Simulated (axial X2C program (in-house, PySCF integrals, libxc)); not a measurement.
# What spin–orbit coupling does to InTe

Calculated with an in-house all-electron X2C program for linear molecules (integrals from PySCF). Spin-free means the one-electron spin-free X2C Hamiltonian; two-component (2c) means X2C with spin–orbit coupling and atomic mean-field two-electron Coulomb and Gaunt terms, so the difference of the two also holds small scalar two-electron terms. Basis: Te dyall-cv3z [11s12p8d4f1g], In dyall-cv3z [11s12p9d4f1g] (cores contracted in-house); Gaussian nuclei, density fitting, unrestricted open shells. Masses: Te 129.906 u, In 114.904 u.

Spin-free state: M_S = 1/2, Λ = 1 (beyond evenly filled blocks: π+α, π+β, π-α); fragments Te + In.

```
  level  Re (Å)  ωe (cm⁻¹)  De (eV)  μ (D)
   PBE0   2.842      160.6    2.622   2.67
     HF   2.879      156.7    1.469   3.13
    MP2   2.867      161.4    2.442    n/a
   CCSD   2.871      160.0    2.346    n/a
CCSD(T)   2.874      159.6    2.449    n/a
   BP86   2.869      153.9    2.731   2.60
```

Correlated methods: 9 electrons correlated (number of frozen shells: Te 4 s, 3 p, 2 d; In 4 s, 3 p, 2 d), 309 virtual spin orbitals or spinors in MP2, 110 natural virtuals in coupled cluster.

Dipoles are positive if In is the positive end.

Question: Within this multiplet, which Ω should lie lowest by the rule for regular and inverted multiplets?

Answer: The open π shell holds three electrons, one hole, so the multiplet is inverted: Ω = Λ + 1/2 = 3/2. The PBE0 2c search agrees.

Two-component determinant lowest at the distance of the search:

Ω = 3/2 (⟨Sz⟩ = 0.50, ⟨Lz⟩ = 1.00 at HF); fragments Te + In.

```csv
level,Re (Å),ωe (cm⁻¹),De (eV),μ (D)
PBE0,2.843,159.6,n/a,2.58
HF,2.880,156.1,n/a,3.03
MP2,2.868,160.7,2.212,n/a
CCSD,2.873,159.2,2.115,n/a
CCSD(T),2.875,158.8,2.212,n/a
BP86,2.871,152.7,n/a,2.51
```

Question: From the two tables, how do the constants change at the CCSD(T) level (2c against spin-free)?

Answer: At the CCSD(T) level Re increases by 0.001 Å and ωe goes down by 0.8 cm⁻¹; De changes by -0.237 eV.

Occupations by symmetry block were frozen at the best pattern of an incomplete PBE0 search. Dissociation energies refer to the lowest single-determinant-based atoms at the same level and basis. De is not given where an atomic determinant may have missed its ground term or J level, or where the truncated virtual space spoils (T). Density functionals use the spin component along the axis (collinear). CCSD and (T) use frozen natural virtuals with an MP2 correction for the truncation; (T) itself is uncorrected, so its De runs slightly low. Other states lie close and PBE0, whose exact exchange favours high spin, may order them wrongly; the determinant shown need not be the ground state. The nearest other spin-free determinant of the search, M_S = 1/2, Λ = 0, lies 0.22 eV up at the distance of the search. Without a current term, density functionals place determinants with orbital angular momentum somewhat too high. At some level and bond length an empty orbital lies below a filled one. With the outer-core shells frozen, correlated bond lengths of heavy atoms tend to come out a few hundredths of an ångström too long.
